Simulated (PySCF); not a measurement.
Stationary points of [BF4]-

Method: PySCF, PBE0, basis B def2-SVPD, F def2-SVPD (no relativity, density fitting).

Relaxations began from a few typed shapes. The search is not exhaustive: other isomers or separated fragments can lie lower, and high-lying points may rest on an excited occupation.

Task: Which is the lowest minimum found?
A. singlet Td: B–F 1.409 Å (×4); F–B–F 109.5° (×6)
B. singlet D4h: B–F 1.484 Å (×4); F–B–F 90.0° (×4), F–B–F 180.0° (×2)

Result: A. The others lie at 363.0 (singlet D4h, a saddle point) kJ/mol above it.

Counting electrons, boron keeps none of its valence electrons outside its bonds, so the VSEPR class is AX4 and the expected shape is tetrahedral (Td), as computed.

For the lowest minimum: the lowest empty level of this anion is unbound, so it and the gap depend on the basis.
